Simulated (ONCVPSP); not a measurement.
# Ta: variants of one ONCV potential

Base potential:

ONCVPSP 4.0.1 input, shortened (lines: element, Z, core and valence counts, functional; n l f; lmax; l rc ep ncon nbas qcut; lloc lpopt rc5 dvloc0; l nproj debl; icmod fcfact rcfact), PW91, fully relativistic:

```
  Ta 73.00   10    3  -109134      upf
    1    0    2.00
    2    0    2.00
    2    1    6.00
    3    0    2.00
    3    1    6.00
    3    2   10.00
    4    0    2.00
    4    1    6.00
    4    2   10.00
    4    3   14.00
    5    0    2.00
    5    1    6.00
    5    2    2.00
    2
    0    1.85    0.00    4    8    5.90
    1    2.10    0.00    4    7    6.20
    2    2.05    0.00    3    8    9.40
    4    5    1.50    1.00
    0    2    2.70
    1    1    4.00
    2    2    0.40
    0    0.00    0.00
```

Open shells are filled in proportion to 2j + 1.

In the s channel the program set the typed energies aside and used -3.709, 0.050 Ha. In the d channel the program set the typed energies aside and used -1.060, 0.250 Ha (j = l + 1/2; the other j can differ).

All-electron outer shells of the reference configuration (PW91, scalar-relativistic, ld1.x):

```tsv
shell	level (eV)	outermost node (bohr)	outermost maximum (bohr)
5p	-67.24	0.58	1.12
4f	-52.96	–	0.44
5d	-29.20	0.65	1.51
```

Cutoffs, loose and tight: the cutoffs (Ha) at which the residual kinetic energy of the hardest occupied pseudo-wave falls to 1 and 0.1 mHa per electron. They do not see the model core or the augmentation charge, which bear on the density cutoff. Test errors are all-electron minus pseudo excitation energies from the reference, over the configurations 5s2 5p6 5d3 6s2; 5s2 5p6 5d3 6s1; 5s2 5p6 5d3; 5s2 5p5 5d3 6s2. A dash means not determined; rows that change the core or the reference have their own tests.

| change | outcome | cutoff, loose | cutoff, tight | bound ghosts | GHOST(+) flags above zero | largest test error (meV) |
| --- | --- | --- | --- | --- | --- | --- |
| base | generated, projector energies reset by the program | 14 Ha | 18 Ha | none | s | +60 |
| s: qcut 4; p: qcut 4.2; d: qcut 6.3 | generated, projector energies reset by the program | 23 Ha | 48 Ha | none | none | +79 |
| s: qcut 6.5; p: qcut 6.9; d: qcut 10.4 | generated, projector energies reset by the program | 23 Ha | 31 Ha | none | none | +59 |
| s: qcut 7.6; p: qcut 7.9; d: qcut 12 | failed: ERROR pspot: first pseudo wave function has node, program will stop | – | – | – | – | – |
| s: qcut 8.3; p: qcut 8.7; d: qcut 13.2 | failed: ERROR pspot: first pseudo wave function has node, program will stop | – | – | – | – | – |

Problem. What comes out with this change to the base: s: qcut 5.8; p: qcut 6; d: qcut 9.2?

Solution. outcome: generated, projector energies reset by the program; cutoff, loose: 14 Ha; cutoff, tight: 17 Ha; bound ghosts: none; GHOST(+) flags above zero: s; largest test error (meV): +60.

Problem. What comes out with this change to the base: s: qcut 5; p: qcut 5.3; d: qcut 8?

Solution. outcome: generated, projector energies reset by the program; cutoff, loose: 15 Ha; cutoff, tight: 32 Ha; bound ghosts: none; GHOST(+) flags above zero: none; largest test error (meV): +63.
